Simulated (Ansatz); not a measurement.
`[CH3][SnH]([SiH3])[Cl]` → C• + Cl• + 7 H• + Si• + Sn•  (atomization)

Program: Ansatz. Geometries: PBE0-D4/def2-TZVP. ΔE: electronic, gas phase. CBS: MP2 limit from def2 TZ/QZ plus the TZ coupled-cluster correction, frozen cores. This one scheme is used for every species, atoms too. DFT in def2-TZVPP. No spin–orbit coupling; open shells (•) take unrestricted orbitals. Spin–orbit coupling would lower the free atoms: a little for C, Cl, Si; strongly for Sn. def2 core potentials past Kr. Bonds to Sn are less sure, by a few kJ/mol each and by 10 to 20 or more in all where they break to atoms, as the def2 sets lack core-valence functions.

```csv
level,ΔE (eV)
BHLYP,33.59
MP2/def2-SVP,32.13
```

**Question.** What does CCSD(T)/CBS give? (An estimate is asked.)

**Answer.** The calculation gave: +34.76 eV. The listed levels differ from it by -1.17, -2.63 eV.

Largest T1 diagnostic among the species: 0.012.

From BLYP to BHLYP (50 % exact exchange), in def2-TZVPP and without D4, ΔE moves by +0.14 eV. In def2-TZVPP, CCSD(T) changes the Hartree–Fock value by +7.86 eV (the triples alone add +0.40 eV) and MP2 by +7.67 eV; breaking electron pairs costs correlation energy, which Hartree–Fock lacks.

For atomizations the MP2-based limit and the directly extrapolated one differ by several kJ/mol either way, and by 10 to 25 for some Ge, Se and Sn compounds, so smaller differences from it don't rank the levels.
